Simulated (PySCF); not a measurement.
How methods differ on the excitation energy of Cu⁺

Cu⁺ [Ar] 3d10 (1S) → Cu⁺ [Ar] 3d9 4p1 (high-spin determinant), as a difference of total energies. Calculation: PySCF 2.14, in dyall-av2z; the non-relativistic Hamiltonian (point nucleus). Correlated levels: valence: [Ar] frozen; virtual orbitals above 40 to 60 times the deepest correlated orbital energy dropped. The calculations carry no spin-orbit coupling.

```json
{"method": "UHF", "excitation energy (cm⁻¹)": "50209"}
{"method": "MP2 (valence)", "excitation energy (cm⁻¹)": "73899"}
{"method": "SCS-MP2 (valence)", "excitation energy (cm⁻¹)": "71341"}
{"method": "CCSD (valence)", "excitation energy (cm⁻¹)": "66037"}
{"method": "CCSD(T) (valence)", "excitation energy (cm⁻¹)": "67339"}
```

A first-order spin-orbit estimate (lowest level to lowest level, LS coupling) adds -0.079 eV.

The determinant of the upper state mixes LS terms, which raises its energy above the lowest term, most at the Hartree-Fock and MP2 levels.
